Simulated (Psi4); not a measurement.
MP2, SCS-MP2 and SOS-MP2 from spin components

System: H4B (SMILES [BH4-]), charge -1, singlet, at a GFN2-xTB geometry (a gas-phase anion, which may not be bound at this level). Level: MP2/def2-SVP run with Psi4. Sums are taken with unrounded values, so a last digit can differ.

Here is a job for Psi4.
```
memory 2 GB

molecule {
-1 1
B     0.00000000    0.00000000    0.00000000
H    -0.78935573   -0.82329958   -0.45703408
H     0.16226976   -0.21027872    1.19968171
H    -0.45033333    1.13195784   -0.16017538
H     1.07741931   -0.09837954   -0.58247225
}

set {
  basis def2-svp
  freeze_core true
}

energy('mp2')
print_variables()
```

It gave an SCF energy of -26.953876 Eh, a same-spin correlation energy of -0.019028 Eh and an opposite-spin one of -0.114160 Eh.

### Question
Work out the MP2, SCS-MP2 (6/5 and 1/3) and SOS-MP2 (1.3 and 0) correlation and total energies.

### Answer
MP2: -0.114160 + (-0.019028) = -0.133187 Eh, total -27.087063 Eh, as the program printed. SCS-MP2: 1.2 × (-0.114160) + (-0.019028)/3 = -0.143334 Eh, total -27.097210 Eh. SOS-MP2: 1.3 × (-0.114160) = -0.148407 Eh, total -27.102283 Eh. Opposite spins carry 86 % of the MP2 correlation; same-spin pairs are already kept apart by exchange.
